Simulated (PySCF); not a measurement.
Nuclear quadrupole coupling in `C=C(C)[C@@]1(CC)CO[SiH2]O1`

Species: C7H14O2Si.
SMILES with atom numbers: `[CH2:1]=[C:2]([CH3:3])[C@@:4]1([CH2:5][CH3:6])[CH2:7][O:8][SiH2:9][O:10]1` (hydrogens: H11, H12 on C1; H13, H14, H15 on C3; H16, H17 on C5; H18, H19, H20 on C6; H21, H22 on C7; H23, H24 on Si9)

Structure used (GFN2-xTB), in Å, numbered top down from 1:
```xyz
24
C7H14O2Si angstrom
C     -1.4981   -0.0409   -2.0442
C     -1.3576   -0.1805   -0.7350
C     -2.4808   -0.6104    0.1531
C     -0.0220    0.0534   -0.0500
C      0.8762   -1.1684   -0.3342
C      2.2372   -1.1081    0.3460
C      0.6394    1.3801   -0.5218
O      1.1418    2.0624    0.5871
Si     0.5204    1.4810    1.9865
O     -0.2120    0.1748    1.3424
H     -2.4398   -0.2350   -2.5288
H     -0.6890    0.2693   -2.6827
H     -2.1707   -1.4556    0.7644
H     -2.7434    0.1988    0.8325
H     -3.3535   -0.8843   -0.4334
H      0.9955   -1.2508   -1.4162
H      0.3421   -2.0556    0.0136
H      2.1189   -1.0844    1.4261
H      2.7919   -0.2248    0.0409
H      2.8189   -1.9886    0.0816
H      1.4582    1.1931   -1.2204
H     -0.1077    2.0106   -1.0155
H     -0.4921    2.3658    2.5454
H      1.6143    1.1177    2.8702
```

Field gradients from the PBE0/pcSseg-1 density (PySCF, non-relativistic), principal values in atomic units, ordered |Vxx| ≤ |Vyy| ≤ |Vzz|:

```
atom      Vxx      Vyy     Vzz
  O8  -0.4565  -1.2571  1.7136
 O10  -0.4826  -1.2023  1.6849
```

Problem. Find the asymmetry η = (Vxx − Vyy)/Vzz and the couplings χ = eQV/h (234.96 MHz × Q in barn × V in au), with Q(17O) = −0.0256 b.

Solution. 
```json
{"atom": "O8", "environment": "silyl ether oxygen", "nucleus": "17O", "η": "0.47", "χzz (MHz)": "-10.31", "χxx (MHz)": "2.75", "χyy (MHz)": "7.56"}
{"atom": "O10", "environment": "silyl ether oxygen", "nucleus": "17O", "η": "0.43", "χzz (MHz)": "-10.13", "χxx (MHz)": "2.90", "χyy (MHz)": "7.23"}
```

Problem. What is Vzz at O8 in SI units (1 au = 9.71736 × 10²¹ V/m²)?

Solution. 1.7136 au = 16.651 × 10²¹ V/m².

Were the hydrogens deuterons (Q(2H) = 0.00286 b), χzz would run from 109 kHz (H23) to 228 kHz (H12 and H11).

Isolated species at its GFN2-xTB geometry (one conformer only). GFN2-xTB bond lengths can be off by several hundredths of an ångström, more for odd bonds, and the gradients follow them. A larger basis could move these couplings by a tenth or more.
